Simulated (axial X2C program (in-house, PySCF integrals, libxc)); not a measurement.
**Excited states of BiSe⁻ by EOM-EE-CCSD**

Computed with an axial X2C code built on PySCF integrals: two-component X2C with atomic mean-field Coulomb and Gaunt terms, Gaussian nuclei, basis Bi dyall-acv3z, Se dyall-acv3z with contracted cores.

R = 2.554 Å (near the PBE0 minimum at charge -1 of the determinant lowest at the starting distance; the state shown can have its own minimum elsewhere).

Hartree–Fock spinors of BiSe⁻ (one of each Kramers pair; a window near the gap, which can cut inner shells):

```csv
ω,occupied,ε (eV),character
1/2,yes,-17.92,"64% Se s, 16% Bi s, 7% Bi p"
1/2,yes,-13.14,"60% Bi s, 15% Se s, 13% Se p"
1/2,yes,-5.10,"56% Bi p, 37% Se p"
1/2,yes,-4.14,"67% Se p, 24% Bi p, 3% Bi d"
3/2,yes,-3.09,"76% Se p, 15% Bi p, 5% Bi d"
1/2,yes,-1.99,"44% Bi p, 36% Se p, 9% Bi d"
1/2,no,3.43,"90% Bi p, 6% Bi s"
3/2,no,3.51,"92% Bi p, 5% Bi d, 2% Se p"
1/2,no,3.66,98% Bi p
1/2,no,4.08,"74% Bi s, 19% Se p, 4% Bi p"
3/2,no,4.94,"72% Bi p, 10% Se d, 9% Bi d"
1/2,no,5.38,"70% Se p, 13% Bi s, 6% Se d"
```

Vertical excitation energies from the closed-shell determinant state of BiSe⁻:

```
 Ω  excitation (eV)   cm⁻¹        hole of the leading pair     particle of the leading pair  weight of the pair (for Ω = 0 its time-reversed partner can hold as much again)  singles weight
 1            0.545   4394  52% Bi pπ, 24% Se pπ, 8% Bi dπ   70% Bi pπ, 11% Se pπ, 9% Se dπ                                                                             0.94            0.95
 2            0.949   7652  44% Bi pπ, 30% Se pπ, 9% Bi dπ   70% Bi pπ, 11% Se pπ, 9% Se dπ                                                                             0.93            0.94
0⁻            2.031  16378            76% Se pπ, 15% Bi pπ  69% Bi pπ, 13% Se pπ, 10% Se dπ                                                                             0.41            0.92
 3            2.046  16502            76% Se pπ, 15% Bi pπ  69% Bi pπ, 12% Se pπ, 10% Se dπ                                                                             0.92            0.92
0⁻            2.091  16863  39% Bi pπ, 34% Se pπ, 9% Bi dπ  58% Bi pσ, 16% Bi sσ, 12% Se pσ                                                                             0.43            0.93
0⁺            2.117  17075  39% Bi pπ, 36% Se pπ, 9% Bi dπ  59% Bi pσ, 16% Bi sσ, 12% Se pσ                                                                             0.45            0.93
```

This point took 41 s on 1 thread of Arm Neoverse V2, on a shared host.

Reference electrons by ω block (each with its −ω partner): 1/2: 35, 3/2: 17, 5/2: 6, 7/2: 1. 12 electrons of BiSe⁻ correlated (inner shells frozen), 88 natural virtual spinors (a truncated set); levels can be off by some tenths of an eV. Roots sought by Ω: (0: 5, 1: 4, 2: 3, 3: 1); rows need 60 % singles weight and stop where some Ω has no more roots. Missing are any skipped roots, higher Ω and states of a further excitation; these come out far too high here and may in truth be low or lowest. T1 of the reference 0.028 (Lee–Taylor). The highest Hartree–Fock level of the anion lies at -1.99 eV; relaxation, partly offset by correlation, puts the detachment threshold some tenths of an eV to over one eV lower in magnitude, and states above it are held by the basis set and are not bound. Number of frozen shells: Bi 5 s, 4 p, 3 d, 1 f; Se 3 s, 2 p, 1 d. Large amplitudes in the reference (orbital relaxation or multireference character) lower the reliability.
